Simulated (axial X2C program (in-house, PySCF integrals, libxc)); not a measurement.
# Worked dissociation energy of MnH: B3LYP, spin-free

Computed with an in-house relativistic program for diatomic molecules. Spin-free means the one-electron spin-free X2C Hamiltonian. Basis: Mn dyall-cv3z [9s10p6d3f2g], H dyall-v3z [6s2p1d] (cores contracted in-house); Gaussian nuclei, density fitting, unrestricted open shells. Masses: Mn 54.938 u, H 1.008 u.

Molecular state: M_S = 3, Λ = 0 (beyond evenly filled blocks: 2 × σα, π+α, π-α, δ+α, δ-α).

| Quantity | Value |
| --- | --- |
| E(Mn) (2M_S = 5, M_L = 0) | -1158.608102 hartree |
| E(H) (2M_S = 1, M_L = 0) | -0.502444 hartree |
| E(MnH) at Re | -1159.171246 hartree |
| ωe | 1511.6 cm⁻¹ |
| ωexe | 29.6 cm⁻¹ |

(1) Work out De and D0.

Occupations by symmetry block were frozen at the best pattern of an incomplete PBE0 search. De is counted from the lowest determinant-based energies of the atoms at the same level, without counterpoise correction. PBE0 can misorder states that lie within some tenths of an eV, so this need not be the ground state of the molecule. The nearest other spin-free determinant of the search, M_S = 2, Λ = 0, lies 0.29 eV up at the distance of the search.

Each atomic determinant is the lowest at this level and need not be a pure term. Totals compare only within one Hamiltonian and basis.

## Answers

(1) De = -1158.608102 + (-0.502444) − (-1159.171246) = 0.06070 hartree = 1.652 eV. The zero-point energy is ωe/2 − ωexe/4 = 748 cm⁻¹ = 0.093 eV, so D0 = 1.559 eV.
